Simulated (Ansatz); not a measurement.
Consider the ligand exchange at the Sn–F bond: `[OH][SnH2][F]` + H₂Se → `[OH][SnH2][SeH]` + H–F.

Calculated with Ansatz (gas phase, PBE0-D4/def2-TZVP geometries, no zero-point term in ΔE). CBS: MP2 limit from def2 TZ/QZ plus the TZ coupled-cluster correction, frozen cores. This one scheme is used for every species. DFT in def2-TZVPP. Elements past krypton have def2 core potentials. For Se, Sn outer-core shells are correlated without core-valence functions, which leaves a few kJ/mol of doubt a bond. Scalar relativity is left out up to krypton. Each species was taken in one conformer, which may not be the lowest.

| species | PBE0 energy (Eh) |
| --- | --- |
| `[OH][SnH2][F]` | -391.11292 |
| H₂Se | -2402.46291 |
| `[OH][SnH2][SeH]` | -2693.19036 |
| H–F | -100.39405 |

Question: Work out ΔE.

Answer: ΔE = (-2693.19036) + (-100.39405) − (-391.11292) − (-2402.46291) = -0.00858 Eh = -0.23 eV. CCSD(T)/CBS gives -0.26 eV.

Largest T1 diagnostic among the species: 0.014.

From PBE to PBE0 (25 % exact exchange), in def2-TZVPP and without D4, ΔE moves by −0.06 eV. The D4 term adds −0.07 eV with B3LYP and −0.04 eV with PBE0; it sums over pairs of atoms, weighted by their polarisabilities, and B3LYP, whose exchange is more repulsive, gets the larger term. In def2-TZVPP, CCSD(T) changes the Hartree–Fock value by −0.13 eV (the triples alone add −0.02 eV) and MP2 by −0.21 eV.

B3LYP here is the variant with VWN-RPA as its local correlation; programs differ in this.
